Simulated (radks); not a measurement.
Question: The mean radii <r> (bohr) of the occupied orbitals of an atom or ion are listed with their occupations. All-electron calculation, scalar-relativistic Kohn-Sham, LDA (Slater exchange, Perdew-Wang correlation), spin-unpolarised, spherical densities, finite nucleus; Fermi nuclear charge, rms radius of each element as measured or else 0.836 A^(1/3) + 0.57 fm. Program: a radial shooting solver on a logarithmic mesh with Libxc functionals.

| orbital | occ. | <r> |
|---|---|---|
| 1s | 2 | 0.2312 |
| 2s | 2 | 1.329 |
| 2p | 3 | 1.481 |

Name the element and its charge.

Answer: Z = 7, nitrogen, charge 0: N in [He] 2s2 2p3. The 1s radius gives Z: for a bare nucleus <r> = (2 gamma + 1)/(2Z) with gamma = sqrt(1 - (Z/c)^2), 0.2141 bohr for Z = 7, and screening makes it slightly larger (0.2312 here). The occupations add up to 7, and the charge is Z minus that.
